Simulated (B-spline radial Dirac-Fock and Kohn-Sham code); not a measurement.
Dipole and non-dipole photoemission parameters of Pd²⁺ 3p3/2

System: the Pd²⁺ ion, configuration [Kr] 4d8; threshold 554.4 eV (orbital energy of the model). These are calculated numbers from a B-spline atomic structure program; the model is Dirac-Hartree-Slater photoionisation with a Latter tail; cross sections with all multipoles, angular parameters from the dipole term and its interference with E2.

The run's input, task.json:

```json
{"items": [{
  "Z": 46,
  "q": 2,
  "cfg": [[1, 0, 2], [2, 0, 2], [2, 1, 6], [3, 0, 2], [3, 1, 6], [3, 2, 10], [4, 0, 2], [4, 1, 6], [4, 2, 8]],
  "A": 106,
  "rrms": 4.5318,
  "do": "xps",
  "hv": [70.3, 75.4, 78.0, 80, 105.0, 115.0, 127.0, 152.0, 196.0, 258.0, 300, 347.0, 400.0, 446.0, 487.0, 711.0, 800, 962.0, 1000, 1253.6, 1350.0, 1486.9, 1500.0, 1510.0, 2984.4, 5414.7, 7360.0, 8950.0, 9890.0]
}]}
```

Launch: `python xray2_run.py task.json out`

For linearly polarised light dσ/dΩ = σ/(4π) [1 + β P₂(cos θ) + (δ + γ cos²θ) sin θ cos φ], with θ from the polarisation vector and φ the angle between the beam and the projection of the electron momentum on the plane normal to the polarisation.

| hν (eV) | σ (kb) | β | γ | δ |
| --- | --- | --- | --- | --- |
| 711 | 310 | 1.061 | 0.272 | 0.064 |
| 800 | 273 | 1.262 | 0.243 | 0.034 |
| 962 | 213 | 1.445 | 0.119 | 0.012 |
| 1000 | 202 | 1.471 | 0.094 | 0.009 |
| 1253.6 | 141 | 1.576 | -0.008 | 0.003 |
| 1350 | ? | ? | ? | ? |
| 1486.9 | 104 | 1.617 | -0.030 | 0.003 |
| 1500 | 102 | 1.618 | -0.030 | 0.003 |
| 1510 | 101 | 1.619 | -0.030 | 0.003 |
| 2984.4 | 24.5 | 1.612 | 0.277 | 0.012 |
| 5414.7 | 5.65 | 1.483 | 0.829 | 0.034 |
| 7360 | 2.47 | 1.385 | 1.156 | 0.056 |
| 8950 | 1.42 | 1.313 | 1.365 | 0.075 |
| 9890 | 1.07 | 1.273 | 1.470 | 0.087 |

Q: Give the values at 1350 eV.

A: σ = 124 kb, β = 1.596, γ = -0.024, δ = 0.003.
